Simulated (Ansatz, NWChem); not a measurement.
# The same job for NWChem

This Ansatz 0.2.0 job computes CH6AlNSi (SMILES [AlH2]/[N]=C\[SiH3]):

run.yaml:
```yaml
crystal:
  periodic: [false, false, false]
  atoms:
    - symbol: Al
      position_ang: [-0.801100, 2.183500, -0.771800]
    - symbol: N
      position_ang: [-0.589900, 0.458600, -0.561600]
    - symbol: C
      position_ang: [-0.390900, -0.758900, -0.367900]
    - symbol: Si
      position_ang: [0.911600, -1.414700, 0.854900]
    - symbol: H
      position_ang: [0.069200, 2.879500, -1.890800]
    - symbol: H
      position_ang: [-1.855500, 2.894700, 0.164500]
    - symbol: H
      position_ang: [-0.988000, -1.509200, -0.921900]
    - symbol: H
      position_ang: [0.242900, -2.252900, 1.887000]
    - symbol: H
      position_ang: [1.886500, -2.271500, 0.126600]
    - symbol: H
      position_ang: [1.598200, -0.260400, 1.483900]
basis:
  gaussian: {orbitals: 6-31G_st_-spherical.json}
output: {forces: true, orbitals: {seedname: orbitals}}
accuracy: high
hamiltonian: {xc: {name: B3LYP}}
```

```bash
$ ansatz run run.yaml --threads 1 --pin off --max-ram 2610MiB --events-out events.jsonl --progress --plain --runs-dir runs
```

(Basis files named in the input come from the Basis Set Exchange and aren't shown.)

The coordinates come from a PBE0-D4/def2-TZVP relaxation.

It gives a total energy of -628.369508 Eh.

**Question.** Translate the job to NWChem 7.3.0 as an ASE script.

**Answer.** This input was run:

run.py:
```python
from ase import Atoms
from ase.calculators.nwchem import NWChem

mol = Atoms(['Al', 'N', 'C', 'Si', 'H', 'H', 'H', 'H', 'H', 'H'], positions=[
    [-0.801100, 2.183500, -0.771800],
    [-0.589900, 0.458600, -0.561600],
    [-0.390900, -0.758900, -0.367900],
    [0.911600, -1.414700, 0.854900],
    [0.069200, 2.879500, -1.890800],
    [-1.855500, 2.894700, 0.164500],
    [-0.988000, -1.509200, -0.921900],
    [0.242900, -2.252900, 1.887000],
    [1.886500, -2.271500, 0.126600],
    [1.598200, -0.260400, 1.483900],
])

calc = NWChem(
    label='ch6alnsi',
    theory='dft',
    memory='2200 mb',
    basis='6-31G*',
    basispar='spherical bse',
    dft={'xc': 'b3lyp', 'mult': '1', 'grid': 'xfine', 'convergence': 'energy 1e-08', 'iterations': '100', 'mulliken': None},
)
mol.calc = calc

forces = mol.get_forces()
print("Total energy (eV):", round(mol.get_potential_energy(), 6))
print("forces (eV/A):")
for s, f in zip(mol.symbols, forces):
    print(f"{s:2s} {f[0]:10.5f} {f[1]:10.5f} {f[2]:10.5f}")
print("dipole (e A):", mol.get_dipole_moment().round(4))
```

```bash
$ export ASE_NWCHEM_COMMAND="nwchem PREFIX.nwi > PREFIX.nwo"
$ python run.py
```

Its energy is -628.369508 Eh, the same as the first but for the last digit, at most.
